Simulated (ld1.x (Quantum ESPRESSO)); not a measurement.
Values are calculated unless marked as measured or tabulated.
## Potentials for oxygen compared

Generated with ld1.x 7.5 (TM, RRKJ, ultrasoft, PAW), atompaw 4.2 or ONCVPSP 4.0.1. The cutoff is in Ry: for ld1.x and atompaw files where the sum of valence levels is converged to 10 mRy in a Bessel basis, for ONCV files where the hardest occupied wave has 1 mHa per electron of residual kinetic energy. The error is the largest all-electron minus pseudo excitation energy over each file’s own four to seven test configurations (ionisations up to +4, promotions, holes and added fractions of an electron), all of which were solved. The labels leave out finer settings (local radius, basis sizes, second energies), which also bear on the numbers. Spin-polarised tests are not counted. The rows are a selection from randomly drawn settings: files with unsolved tests, undetermined cutoffs or missed reference levels are left out.

| potential | cutoff (Ry) | largest error (meV) | bound ghosts |
| --- | --- | --- | --- |
| PAW, PBEsol, scalar-relativistic, rc 1.02/1.62 (sp), local smoothed, core correction yes, reference 2s2 2p4 | 30 | -16 | none |
| TM, PBE, scalar-relativistic, rc 0.75/1.30 (sp), local s, core correction no, reference 2s2 2p4 | 90 | +1495 | none |
| RRKJ, PBEsol, fully relativistic, rc 0.85/1.00 (sp), local smoothed, core correction no, reference 2s1.75 2p4.25 | 110 | +699 | none |
| RRKJ, Wu–Cohen, scalar-relativistic, rc 0.65/1.00/1.05 (spd), local s, core correction yes, reference 2s2 2p4 | 140 | +137 | none |
| RRKJ, PBE, non-relativistic, rc 0.95/2.20 (sp), local p, core correction no, reference 2s1 2p5 | 80 | +4078 | none |

Fill in the row for O: TM, PBE, scalar-relativistic, rc 0.80/1.70 (sp), local s, core correction no, reference 2s2 2p4.

cutoff 80 Ry, largest error +1162 meV, bound ghosts: none.

Fill in the row for O: RRKJ, LDA (PZ), scalar-relativistic, rc 0.65/1.00/0.85 (spd), local smoothed, core correction yes, reference 2s2 2p4.

cutoff 260 Ry, largest error +194 meV, bound ghosts: none.

Fill in the row for O: TM, LDA (PZ), scalar-relativistic, rc 0.95/1.40 (sp), local s, core correction yes, reference 2s2 2p4.

cutoff 70 Ry, largest error +618 meV, bound ghosts: none.
